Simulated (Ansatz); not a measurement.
```csv
atom,x (Å),y (Å),z (Å)
B,0.0000,0.0000,-0.2254
H,0.0000,0.0000,1.1271
```

Basis set: cc-pVDZ (spherical functions). Frozen core: 1 orbital. Charge 0, multiplicity 1.

Computed with Ansatz (development build ahead of 0.2.0); each method stands on the lowest determinant of its kind that the runs found. Restricted open shells among the atoms or ions are ROHF, correlated in semicanonical orbitals with singles.

The atomization energy at this shape (free ground-state atoms in the same class of orbitals less the molecule, no zero-point energy) of singlet BH:

| method | atomization energy |
| --- | --- |
| RHF-MP2 | 3.18 eV |

Problem. What does RHF give?

Solution. 2.59 eV.
